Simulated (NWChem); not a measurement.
System: bromotrifluoromethane (CBrF₃); SMILES FC(F)(F)Br

Here is an NWChem input.

```
start job
memory heap 200 mb stack 900 mb global 1100 mb
geometry units angstroms noautoz
  F      0.875682     0.875682    -1.268664
  C      0.000000     0.000000    -0.818225
  F      0.320522    -1.196203    -1.268664
  F     -1.196203     0.320522    -1.268664
  Br     0.000000     0.000000     1.112917
end
basis spherical
  * library def2-tzvp
end
dft
  xc b3lyp
  iterations 150
  semidirect filesize 400000000
  mulliken
end
task dft energy
```

NWChem printed, in part:

```
             Northwest Computational Chemistry Package (NWChem) 7.3.0
             --------------------------------------------------------

 C3V symmetry detected

                             Geometry "geometry" -> ""
                             -------------------------

 Output coordinates in angstroms (scale by  1.889725989 to convert to a.u.)

  No.       Tag          Charge          X              Y              Z
 ---- ---------------- ---------- -------------- -------------- --------------
    1 F                    9.0000     0.87568163     0.87568163    -1.26555837
    2 C                    6.0000    -0.00000000    -0.00000000    -0.81511937
    3 F                    9.0000     0.32052172    -1.19620335    -1.26555837
    4 F                    9.0000    -1.19620335     0.32052172    -1.26555837
    5 Br                  35.0000     0.00000000     0.00000000     1.11602263

 Effective nuclear repulsion energy (a.u.)     368.8424817979

      Symmetry information
      --------------------

 Group name             C3v
 Group number             17
 Group order               6
 No. of unique centers     3

                                 NWChem DFT Module
                                 -----------------

 Summary of "ao basis" -> "ao basis" (spherical)
 ------------------------------------------------------------------------------
       Tag                 Description            Shells   Functions and Types
 ---------------- ------------------------------  ------  ---------------------
 F                         def2-tzvp                11       31   5s3p2d1f
 C                         def2-tzvp                11       31   5s3p2d1f
 Br                        def2-tzvp                16       48   6s5p4d1f

      Symmetry analysis of basis
      --------------------------

        a1         50
        a2         12
        e         110

  Rotation of axis

            General Information
            -------------------
          SCF calculation type: DFT
          Wavefunction type:  closed shell.
          No. of atoms     :     5
          No. of electrons :    68
           Alpha electrons :    34
            Beta electrons :    34
          Charge           :     0
          Spin multiplicity:     1
          Use of symmetry is: on ; symmetry adaption is: on
          Maximum number of iterations: 150
          AO basis - number of functions:   172
                     number of shells:    60
          Convergence on energy requested:  1.00D-06
          Convergence on density requested:  1.00D-05
          Convergence on gradient requested:  5.00D-04

              XC Information
              --------------
                         B3LYP Method XC Potential
                     Hartree-Fock (Exact) Exchange  0.200
                        Slater Exchange Functional  0.800 local
                    Becke 1988 Exchange Functional  0.720 non-local
              Lee-Yang-Parr Correlation Functional  0.810
                  VWN I RPA Correlation Functional  0.190 local

             Grid Information
             ----------------
          Grid used for XC integration:  medium
          Radial quadrature: Mura-Knowles
          Angular quadrature: Lebedev.
          Tag              B.-S. Rad. Rad. Pts. Rad. Cut. Ang. Pts.
          ---              ---------- --------- --------- ---------
          F                   0.50       49           9.0       434
          C                   0.70       49           8.0       434
          Br                  1.15      112           8.0       590
          Grid pruning is: on
          Number of quadrature shells:   210
          Spatial weights used:  Erf1

      Superposition of Atomic Density Guess
      -------------------------------------

 Sum of atomic energies:       -2908.32456338

      Non-variational initial energy
      ------------------------------

 Total energy =   -2909.629708
 1-e energy   =   -4786.309244
 2-e energy   =    1507.837054
 HOMO         =      -0.393682
 LUMO         =       0.076326

      Symmetry analysis of molecular orbitals - initial
      -------------------------------------------------

  Numbering of irreducible representations:

     1 a1          2 a2          3 e

  Orbital symmetries:

     1 a1          2 a1          3 a1          4 e           5 e
     6 a1          7 e           8 e           9 a1         10 a1
    11 a1         12 e          13 e          14 a1         15 e
    16 e          17 e          18 e          19 a1         20 e
    21 e          22 a1         23 a1         24 e          25 e
    26 a1         27 e          28 e          29 e          30 e
    31 a2         32 a1         33 e          34 e          35 a1
    36 a1         37 e          38 e          39 a1         40 e
    41 e          42 a1         43 a1         44 e

------------------------------------------------------------
EAF file 0: "./job.aoints.0" size=125304832 bytes
------------------------------------------------------------
               write      read    awrite     aread      wait
               -----      ----    ------     -----      ----
     calls:      239         0         0         0         0
   data(b): 1.25e+08  0.00e+00  0.00e+00  0.00e+00
   time(s): 0.00e+00  0.00e+00  0.00e+00  0.00e+00  0.00e+00
rate(mb/s): 0.00e+00  0.00e+00
------------------------------------------------------------

     ---------------------------------------------
      Total Density - Mulliken Population Analysis
     ---------------------------------------------

    Atom       Charge   Shell Charges
 -----------   ------   -------------------------------------------------------
    1 F    9     9.35   0.77  1.20  0.61  1.00  0.31  2.32  2.31  0.82  0.00  0.01  0.00
    2 C    6     4.64   0.85  1.13  0.43  0.49  0.04  0.66  0.67  0.09  0.06  0.19  0.03
    3 F    9     9.35   0.77  1.20  0.61  1.00  0.31  2.32  2.31  0.82  0.00  0.01  0.00
    4 F    9     9.35   0.77  1.20  0.61  1.00  0.31  2.32  2.31  0.82  0.00  0.01  0.00
    5 Br  35    35.30   2.00  2.00  1.16  0.78  1.01  0.96  6.00  5.94  1.29  2.86  1.27  8.98  1.02 -0.01  0.03  0.00

   convergence    iter        energy       DeltaE   RMS-Dens  Diis-err
 ---------------- ----- ----------------- --------- --------- ---------
 d= 0,ls=0.0,diis     1  -2911.7344654883 -3.28D+03  8.07D-03  2.74D+00
 d= 0,ls=0.0,diis     2  -2911.4270170052  3.07D-01  5.31D-03  6.37D+00
 d= 0,ls=0.0,diis     3  -2911.9597535916 -5.33D-01  8.16D-04  4.92D-02
 d= 0,ls=0.0,diis     4  -2911.9638678192 -4.11D-03  2.65D-04  6.00D-03
 d= 0,ls=0.0,diis     5  -2911.9644301128 -5.62D-04  2.54D-05  1.88D-04
  Resetting Diis
 d= 0,ls=0.0,diis     6  -2911.9644375061 -7.39D-06  5.21D-06  2.30D-06
 d= 0,ls=0.0,diis     7  -2911.9644376105 -1.04D-07  4.82D-06  3.92D-07

         Total DFT energy =    -2911.964437610505
      One electron energy =    -4785.196461654275
           Coulomb energy =     1632.589350116379
    Exchange-Corr. energy =     -128.199807870474
 Nuclear repulsion energy =      368.842481797865

 Numeric. integr. density =       68.000003767445

                  Occupations of the irreducible representations
                  ----------------------------------------------

                     irrep           alpha         beta
                     --------     --------     --------
                     a1               13.0         13.0
                     a2                1.0          1.0
                     e                20.0         20.0

                       DFT Final Molecular Orbital Analysis
                       ------------------------------------

 Vector   32  Occ=2.000000D+00  E=-4.079523D-01  Symmetry=a1
              MO Center=  3.6D-15,  4.1D-15, -3.8D-02, r^2= 2.9D+00
   Bfn.  Coefficient  Atom+Function         Bfn.  Coefficient  Atom+Function
  ----- ------------  ---------------      ----- ------------  ---------------
   142      0.357787  5 Br pz               136     -0.256342  5 Br pz
   139      0.231074  5 Br pz                 8      0.203200  1 F  pz
    70      0.203200  3 F  pz               101      0.203200  4 F  pz
    39     -0.178028  2 C  pz               145      0.171974  5 Br pz
    35     -0.170675  2 C  s                 11      0.165660  1 F  pz

 Vector   33  Occ=2.000000D+00  E=-3.269898D-01  Symmetry=e
              MO Center= -1.1D-02, -1.4D-04,  1.0D+00, r^2= 1.7D+00
   Bfn.  Coefficient  Atom+Function         Bfn.  Coefficient  Atom+Function
  ----- ------------  ---------------      ----- ------------  ---------------
   140      0.477376  5 Br px               134     -0.332795  5 Br px
   137      0.307596  5 Br px               143      0.281325  5 Br px
   141     -0.201482  5 Br py               135      0.140460  5 Br py
   138     -0.129824  5 Br py               144     -0.118737  5 Br py
   131      0.101357  5 Br px               101      0.092606  4 F  pz

 Vector   34  Occ=2.000000D+00  E=-3.269898D-01  Symmetry=e
              MO Center=  1.1D-02,  1.4D-04,  1.0D+00, r^2= 1.7D+00
   Bfn.  Coefficient  Atom+Function         Bfn.  Coefficient  Atom+Function
  ----- ------------  ---------------      ----- ------------  ---------------
   141      0.477376  5 Br py               135     -0.332795  5 Br py
   138      0.307596  5 Br py               144      0.281325  5 Br py
   140      0.201482  5 Br px               134     -0.140460  5 Br px
   137      0.129824  5 Br px               143      0.118737  5 Br px
   132      0.101357  5 Br py                 8     -0.086610  1 F  pz

[...]
```

Level: B3LYP/def2-TZVP. Coordinates come from a PBE0/def2-SVP optimisation.
